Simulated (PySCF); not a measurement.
HfH₄ + O₂ → H₂HfO + H₂O

Level: PBE0 in the def2-TZVP basis family, computed in PySCF with density fitting; scalar-relativistic core potentials for atoms from Rb on, none lighter, no spin–orbit coupling; open shells unrestricted.

```json
{"species": "HfH₄", "state and structure": "singlet, Td, Hf–H 1.847 Å (×4)", "E (Eh)": "-50.30247", "ZPE (kJ/mol)": "59.3", "H(298 K) − H(0) (kJ/mol)": "12.1", "S° (J/(mol K))": "239.1"}
{"species": "O₂", "state and structure": "triplet, D∞h, O–O 1.193 Å", "E (Eh)": "-150.23561", "ZPE (kJ/mol)": "10.3", "H(298 K) − H(0) (kJ/mol)": "8.7", "S° (J/(mol K))": "204.9"}
{"species": "H₂HfO", "state and structure": "singlet, Cs, Hf–H 1.863 Å (×2), Hf–O 1.737 Å; H–Hf–H 109.1°, H–Hf–O 104.7° (×2)", "E (Eh)": "-124.36035", "ZPE (kJ/mol)": "35.4", "H(298 K) − H(0) (kJ/mol)": "11.7", "S° (J/(mol K))": "271.5"}
{"species": "H₂O", "state and structure": "singlet, C2v, O–H 0.960 Å (×2); H–O–H 105.1°", "E (Eh)": "-76.37736", "ZPE (kJ/mol)": "56.5", "H(298 K) − H(0) (kJ/mol)": "9.9", "S° (J/(mol K))": "188.7"}
```

**Question.** What is the electronic reaction energy?

**Answer.** At PBE0/def2-TZVP, ΔE = -524.1 kJ/mol from the differences of the total energies times 2625.5, downhill. 

**Question.** Add zero-point, thermal and entropy terms for 298.15 K and 1 bar.

**Answer.** ΔZPE = 22.3 and Δ[H(298) − H(0)] = 0.8 kJ/mol give ΔH° = -501.0 kJ/mol. ΔS° = 16.2 J/(mol K), so ΔG° = -501.0 − 298.15 × (0.0162) = -506 kJ/mol.

Spin–orbit coupling can matter for HfH₄, H₂HfO and is left out. Each species is the lowest minimum found with this bonding; other isomers or fragments can lie lower.
